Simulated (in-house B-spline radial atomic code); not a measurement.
Cu III (Cu2+): [Ne] 3s2 3p5 3d9 4d1 (an excited or competing configuration)

Computed with a B-spline radial code for spherical atoms: non-relativistic M06-2X, spin-polarised, spherical fractional occupations, exact exchange averaged over the configuration, point nucleus.

Screening seen three ways: the hydrogenic charge with the same mean radius, Z_r = [3n² - l(l+1)]/(2<r>), the one with the same energy, Z_e = n√(-2ε), and Slater's rules. Values are occupation-weighted means over spin.

| shell | electrons | ε (eV) | <r> (bohr) | Z_r | Z_e | Slater |
| --- | --- | --- | --- | --- | --- | --- |
| 1s | 2 | -8887.4 | 0.05295 | 28.33 | 25.56 | 28.70 |
| 2s | 2 | -1113.6 | 0.2387 | 25.14 | 18.09 | 24.85 |
| 2p | 6 | -983.4 | 0.2076 | 24.09 | 17.00 | 24.85 |
| 3s | 2 | -160.91 | 0.7168 | 18.83 | 10.32 | 18.10 |
| 3p | 5 | -120.74 | 0.739 | 16.91 | 8.94 | 18.10 |
| 3d | 9 | -48.833 | 0.844 | 12.44 | 5.68 | 9.20 |
| 4d | 1 | -12.683 | 3.881 | 5.41 | 3.86 | 3.00 |

The least bound orbital is 4d up at -12.68 eV, and it is also the most diffuse (<r> = 3.881 bohr).
